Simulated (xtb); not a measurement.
disulfane (H2S2), SMILES SS. All values are semi-empirical tight-binding results from xtb (GFN2-xTB unless named), good for trends rather than for accurate numbers. The structure is a stationary point at GFN2-xTB.

Computed properties:
```yaml
point_group_as_xtb_finds_it: C2
orbital_gap: 3.48 eV
zero_point_energy: 10.2 kcal/mol
G − E(el) at 298.15 K (modified RRHO): -5.0 kcal/mol
static polarisability (D4 model): 44.5 bohr³
solvation energy, GFN2-xTB/ALPB(water): -0.7 kcal/mol
solvation energy, GFN2-xTB/ALPB(toluene): -3.3 kcal/mol
```
